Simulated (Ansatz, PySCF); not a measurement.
Ti(F)2(OH)2 (F₂H₂O₂Ti), SMILES [OH][Ti]([OH])([F])[F], multiplicity 1. Atoms are numbered in the order given.

```xyz
7

Ti     0.0250    -0.0470    -0.0118
F      0.9591     1.1773    -0.8500
F      1.0511    -0.7827     1.2085
O     -0.5073    -1.2868    -1.1660
H     -1.3689    -1.6501    -1.4051
O     -1.3764     0.6995     0.7631
H     -1.7027     1.5389     1.1068
```

Geometry: B3LYP-D3(BJ)/def2-SVP. The multiplicity is an assumed one; no other spin state was optimised. The structure was generated by enumeration; whether it is a known compound was not checked. The values are those of a single conformer.

Two levels are set side by side: PBE-D3(BJ)/def2-SVP (Ansatz, an electronic-structure program) and B3LYP-D3(BJ)/def2-SVP (Ansatz). Each level has its own optimised geometry; the coordinates shown are those of the second. Frequencies come from the Hessian of PySCF at each geometry. Differences are taken from unrounded values.

| quantity | B3LYP-D3(BJ) |
|---|---|
| mean bond length (Å) | 1.497 |
| bond Ti1–F2 (Å) | 1.753 |
| bond Ti1–F3 (Å) | 1.756 |
| bond Ti1–O4 (Å) | 1.776 |
| bond Ti1–O6 (Å) | 1.767 |
| bond O4–H5 (Å) | 0.965 |
| bond O6–H7 (Å) | 0.964 |
| highest harmonic wavenumber (cm⁻¹) | 3899 |
| mean harmonic wavenumber (cm⁻¹) | 869 |
| zero-point energy (kcal/mol) | 18.62 |

Task: What does PBE-D3(BJ) give, and how far is it from B3LYP-D3(BJ)? (The exact figures need the calculation; the answer reports its results.)

Result: 
```json
[
 {"quantity": "mean bond length (Å)", "PBE-D3(BJ)": "1.507", "PBE-D3(BJ) minus B3LYP-D3(BJ)": "0.010"},
 {"quantity": "bond Ti1–F2 (Å)", "PBE-D3(BJ)": "1.760", "PBE-D3(BJ) minus B3LYP-D3(BJ)": "0.007"},
 {"quantity": "bond Ti1–F3 (Å)", "PBE-D3(BJ)": "1.764", "PBE-D3(BJ) minus B3LYP-D3(BJ)": "0.008"},
 {"quantity": "bond Ti1–O4 (Å)", "PBE-D3(BJ)": "1.789", "PBE-D3(BJ) minus B3LYP-D3(BJ)": "0.013"},
 {"quantity": "bond Ti1–O6 (Å)", "PBE-D3(BJ)": "1.782", "PBE-D3(BJ) minus B3LYP-D3(BJ)": "0.015"},
 {"quantity": "bond O4–H5 (Å)", "PBE-D3(BJ)": "0.973", "PBE-D3(BJ) minus B3LYP-D3(BJ)": "0.008"},
 {"quantity": "bond O6–H7 (Å)", "PBE-D3(BJ)": "0.972", "PBE-D3(BJ) minus B3LYP-D3(BJ)": "0.008"},
 {"quantity": "highest harmonic wavenumber (cm⁻¹)", "PBE-D3(BJ)": "3789", "PBE-D3(BJ) minus B3LYP-D3(BJ)": "-110"},
 {"quantity": "mean harmonic wavenumber (cm⁻¹)", "PBE-D3(BJ)": "852", "PBE-D3(BJ) minus B3LYP-D3(BJ)": "-17"},
 {"quantity": "zero-point energy (kcal/mol)", "PBE-D3(BJ)": "18.26", "PBE-D3(BJ) minus B3LYP-D3(BJ)": "-0.36"}
]
```

Exact exchange shortens and stiffens bonds; PBE has none. Differences between two approximate levels are no errors against the true value.
